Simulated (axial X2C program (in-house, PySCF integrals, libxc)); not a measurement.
## Low determinants of BTe⁺ at the PBE0 level, with spin–orbit coupling

Calculated with an in-house relativistic program for diatomic molecules. Two-component (2c) means X2C with spin–orbit coupling and atomic mean-field two-electron Coulomb and Gaunt terms. Basis: Te dyall-cv3z [11s12p8d4f1g], B dyall-v3z [7s6p2d1f] (cores contracted in-house); Gaussian nuclei, density fitting, unrestricted open shells. Masses: Te 129.906 u, B 11.009 u.

Search at 2.060 Å (vertical energies from the lowest determinant):

```json
{"ΔE (eV)": "0.00", "state": "Ω = 2", "electrons beyond evenly filled partner blocks": "ω = 1/2, ω = 3/2", "electrons in ±ω = 1/2, 3/2, 5/2, 7/2": "37 15 4 0"}
{"ΔE (eV)": "0.13", "state": "Ω = 1", "electrons beyond evenly filled partner blocks": "ω = -1/2, ω = 3/2", "electrons in ±ω = 1/2, 3/2, 5/2, 7/2": "37 15 4 0"}
{"ΔE (eV)": "0.53", "state": "Ω = 1", "electrons beyond evenly filled partner blocks": "2 × ω = 1/2", "electrons in ±ω = 1/2, 3/2, 5/2, 7/2": "36 16 4 0"}
{"ΔE (eV)": "0.79", "state": "Ω = 0", "electrons beyond evenly filled partner blocks": "none", "electrons in ±ω = 1/2, 3/2, 5/2, 7/2": "36 16 4 0"}
{"ΔE (eV)": "2.26", "state": "Ω = 0", "electrons beyond evenly filled partner blocks": "none", "electrons in ±ω = 1/2, 3/2, 5/2, 7/2": "38 14 4 0"}
{"ΔE (eV)": "2.62", "state": "Ω = 3", "electrons beyond evenly filled partner blocks": "2 × ω = 3/2", "electrons in ±ω = 1/2, 3/2, 5/2, 7/2": "36 16 4 0"}
{"ΔE (eV)": "3.88", "state": "Ω = 4", "electrons beyond evenly filled partner blocks": "2 × ω = 1/2, 2 × ω = 3/2", "electrons in ±ω = 1/2, 3/2, 5/2, 7/2": "36 16 4 0"}
```

Lowest determinant, Ω = 2 (⟨Sz⟩ = 0.99, ⟨Lz⟩ = 1.01 at PBE0): Re = 2.058 Å, ωe = 661.4 cm⁻¹.

The determinant in row 2 of the search, Ω = 1 (⟨Sz⟩ = 0.01, ⟨Lz⟩ = 0.99 at PBE0), was followed along the bond at PBE0; measured from the minimum of the lowest determinant it gives:

Te = 0.125 eV (1009 cm⁻¹), Re = 2.064 Å, ωe = 653.7 cm⁻¹.

Task: Compare the bond of the determinant in row 2 with that of the lowest one.

Result: At PBE0 its Re is 0.006 Å longer and its force constant, which goes as ωe², is 0.98 times that of the lowest determinant. This determinant mixes spin states, so it has no term energy of its own.

The search compares states at one distance, so a state with another bond length can lie lower; it is not exhaustive and yields mostly the lowest determinant of each block pattern, so other components and higher states of one pattern are missing. These are energies of single determinants, not of spin-adapted states; PBE0 term energies can be off by some tenths of an eV, and the functional has no current term. Open-shell Ω = 0 determinants with evenly filled partner blocks cannot be reached by this program, so the Ω shown need not be the lowest component. The lowest determinant need not be the ground state where others lie within half an eV.
